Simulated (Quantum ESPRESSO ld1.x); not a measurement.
Values are calculated unless marked as measured or tabulated.
Q: All-electron atom: the tin ion Sn4+ in [Kr] 4d9.75 5s0.25 (fractional occupations, a model configuration). Level of theory: Dirac Kohn-Sham, exchange-only LDA, spin-unpolarised, spherical densities, point nucleus; open shells fill j = l - 1/2 first (ld1.x of Quantum ESPRESSO 7.5). Some entries of the table are withheld. Estimate them.

orbital,occ.,eigenvalue (eV),<r> (bohr),<1/r> (bohr^-1)
1s1/2,2,-29003.2,0.02908,53.04
2s1/2,2,-4414.02,0.1252,12.30
2p1/2,2,(1),0.1058,12.29
2p3/2,4,(2),0.1112,11.44
3s1/2,2,-885.612,0.3397,4.344
3p1/2,2,-769.289,0.3303,4.256
3p3/2,4,-727.247,0.3415,4.048
3d3/2,4,-520.856,0.3127,(3)
3d5/2,6,-512.169,0.3163,(4)
4s1/2,2,-175.790,0.8169,1.714
4p1/2,2,(5),0.8622,1.599
4p3/2,4,(6),0.8917,1.531
4d3/2,4,-68.0506,(7),1.255
4d5/2,5.75,-66.9554,(8),1.238
5s1/2,0.25,-46.0395,2.025,0.6448
5p1/2,0,-36.6453,2.279,0.5688
5p3/2,0,-35.5693,2.341,0.5522
6s1/2,0,-20.6750,4.082,0.3225

A: 
(1) 2p1/2 eigenvalue (eV): -4128.08
(2) 2p3/2 eigenvalue (eV): -3897.78
(3) 3d3/2 <1/r> (bohr^-1): 3.897
(4) 3d5/2 <1/r> (bohr^-1): 3.843
(5) 4p1/2 eigenvalue (eV): -136.954
(6) 4p3/2 eigenvalue (eV): -129.249
(7) 4d3/2 <r> (bohr): 1.061
(8) 4d5/2 <r> (bohr): 1.073
